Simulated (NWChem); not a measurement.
All runs are NWChem calculations. System: C₂H₄O₃Si, charge 0, spin multiplicity 1, displaced from the optimised geometry. The structure started from a generated list of species.

Job file:

```
start mol
memory heap 200 mb stack 800 mb global 1000 mb
geometry units angstroms nocenter noautoz noautosym
  C      2.558873    -0.114368     1.007414
  C      1.404470    -0.064036     0.552689
  Si    -0.339218     0.014947    -0.133652
  O     -0.477731    -1.003396    -1.458113
  O     -0.691919     1.583477    -0.609009
  O     -1.435758    -0.462168     1.041286
  H      3.579182    -0.158681     1.409317
  H     -0.256588    -1.948444    -1.318492
  H     -0.089529     1.996094    -1.263544
  H     -1.420813     0.028885     1.889913
end
basis spherical
  * library def2-svp
end
dft
  xc pbe0
  semidirect memsize 60000000 filesize 0
  iterations 100
  convergence nodiis damp 40
end
task dft gradient
```

The output up to the point where the run's verdict is printed (cleaned and shortened):

```
             Northwest Computational Chemistry Package (NWChem) 7.3.0
             --------------------------------------------------------

                                NWChem Input Module
                                -------------------

 Scaling coordinates for geometry "geometry" by  1.889725989
 (inverse scale =  0.529177249)

                             Geometry "geometry" -> ""
                             -------------------------

 Output coordinates in angstroms (scale by  1.889725989 to convert to a.u.)

  No.       Tag          Charge          X              Y              Z
 ---- ---------------- ---------- -------------- -------------- --------------
    1 C                    6.0000     2.55887300    -0.11436800     1.00741400
    2 C                    6.0000     1.40447000    -0.06403600     0.55268900
    3 Si                  14.0000    -0.33921800     0.01494700    -0.13365200
    4 O                    8.0000    -0.47773100    -1.00339600    -1.45811300
    5 O                    8.0000    -0.69191900     1.58347700    -0.60900900
    6 O                    8.0000    -1.43575800    -0.46216800     1.04128600
    7 H                    1.0000     3.57918200    -0.15868100     1.40931700
    8 H                    1.0000    -0.25658800    -1.94844400    -1.31849200
    9 H                    1.0000    -0.08952900     1.99609400    -1.26354400
   10 H                    1.0000    -1.42081300     0.02888500     1.88991300

 Effective nuclear repulsion energy (a.u.)     286.7129589917

            Nuclear Dipole moment (a.u.)
            ----------------------------
        X                 Y               Z
 ---------------- ---------------- ----------------
    -0.0000113384    -0.0000151178    -0.0000075589


 Summary of "ao basis" -> "" (spherical)
 ------------------------------------------------------------------------------
       Tag                 Description            Shells   Functions and Types
 ---------------- ------------------------------  ------  ---------------------
 *                          def2-svp                  on all atoms
[...]
 d= 0,ls=0.5         52   -270.4383449425  1.89D+02  5.77D-01              41.3
 d= 0,ls=0.5         53   -459.5336745704 -1.89D+02  5.77D-01              42.1
 d= 0,ls=0.5         54   -270.4383449425  1.89D+02  5.77D-01              42.9
 d= 0,ls=0.5         55   -459.5336745704 -1.89D+02  5.77D-01              43.8
 d= 0,ls=0.5         56   -270.4383449425  1.89D+02  5.77D-01              44.5
 d= 0,ls=0.5         57   -459.5336745704 -1.89D+02  5.77D-01              45.3
 d= 0,ls=0.5         58   -270.4383449425  1.89D+02  5.77D-01              46.1
 d= 0,ls=0.5         59   -459.5336745704 -1.89D+02  5.77D-01              46.8
 d= 0,ls=0.5         60   -270.4383449425  1.89D+02  5.77D-01              47.7
 d= 0,ls=0.5         61   -459.5336745704 -1.89D+02  5.77D-01              48.6
 d= 0,ls=0.5         62   -270.4383449425  1.89D+02  5.77D-01              49.4
 d= 0,ls=0.5         63   -459.5336745704 -1.89D+02  5.77D-01              50.2
 d= 0,ls=0.5         64   -270.4383449425  1.89D+02  5.77D-01              51.1
 d= 0,ls=0.5         65   -459.5336745704 -1.89D+02  5.77D-01              51.9
 d= 0,ls=0.5         66   -270.4383449425  1.89D+02  5.77D-01              52.8
 d= 0,ls=0.5         67   -459.5336745704 -1.89D+02  5.77D-01              53.7
 d= 0,ls=0.5         68   -270.4383449425  1.89D+02  5.77D-01              54.6
 d= 0,ls=0.5         69   -459.5336745704 -1.89D+02  5.77D-01              55.4
 d= 0,ls=0.5         70   -270.4383449425  1.89D+02  5.77D-01              56.2
 d= 0,ls=0.5         71   -459.5336745704 -1.89D+02  5.77D-01              57.0
 d= 0,ls=0.5         72   -270.4383449425  1.89D+02  5.77D-01              57.8
 d= 0,ls=0.5         73   -459.5336745704 -1.89D+02  5.77D-01              58.7
 d= 0,ls=0.5         74   -270.4383449425  1.89D+02  5.77D-01              59.5
 d= 0,ls=0.5         75   -459.5336745704 -1.89D+02  5.77D-01              60.4
 d= 0,ls=0.5         76   -270.4383449425  1.89D+02  5.77D-01              61.2
 d= 0,ls=0.5         77   -459.5336745704 -1.89D+02  5.77D-01              62.0
 d= 0,ls=0.5         78   -270.4383449425  1.89D+02  5.77D-01              62.8
 d= 0,ls=0.5         79   -459.5336745704 -1.89D+02  5.77D-01              63.6
 d= 0,ls=0.5         80   -270.4383449425  1.89D+02  5.77D-01              64.4
 d= 0,ls=0.5         81   -459.5336745704 -1.89D+02  5.77D-01              65.2
 d= 0,ls=0.5         82   -270.4383449425  1.89D+02  5.77D-01              65.9
 d= 0,ls=0.5         83   -459.5336745704 -1.89D+02  5.77D-01              66.6
 d= 0,ls=0.5         84   -270.4383449425  1.89D+02  5.77D-01              67.5
 d= 0,ls=0.5         85   -459.5336745704 -1.89D+02  5.77D-01              68.4
 d= 0,ls=0.5         86   -270.4383449425  1.89D+02  5.77D-01              69.3
 d= 0,ls=0.5         87   -459.5336745704 -1.89D+02  5.77D-01              70.2
 d= 0,ls=0.5         88   -270.4383449425  1.89D+02  5.77D-01              71.1
 d= 0,ls=0.5         89   -459.5336745704 -1.89D+02  5.77D-01              72.0
 d= 0,ls=0.5         90   -270.4383449425  1.89D+02  5.77D-01              72.9
 d= 0,ls=0.5         91   -459.5336745704 -1.89D+02  5.77D-01              73.7
 d= 0,ls=0.5         92   -270.4383449425  1.89D+02  5.77D-01              74.6
 d= 0,ls=0.5         93   -459.5336745704 -1.89D+02  5.77D-01              75.5
 d= 0,ls=0.5         94   -270.4383449425  1.89D+02  5.77D-01              76.3
 d= 0,ls=0.5         95   -459.5336745704 -1.89D+02  5.77D-01              77.1
 d= 0,ls=0.5         96   -270.4383449425  1.89D+02  5.77D-01              77.9
 d= 0,ls=0.5         97   -459.5336745704 -1.89D+02  5.77D-01              78.8
 d= 0,ls=0.5         98   -270.4383449425  1.89D+02  5.77D-01              79.7
 d= 0,ls=0.5         99   -459.5336745704 -1.89D+02  5.77D-01              80.5
 d= 0,ls=0.5        100   -270.4383449425  1.89D+02  5.77D-01              81.4
```

Convergence was not reached. The next line reads: Calculation failed to converge. NWChem stopped with the message: dft gradient failed.
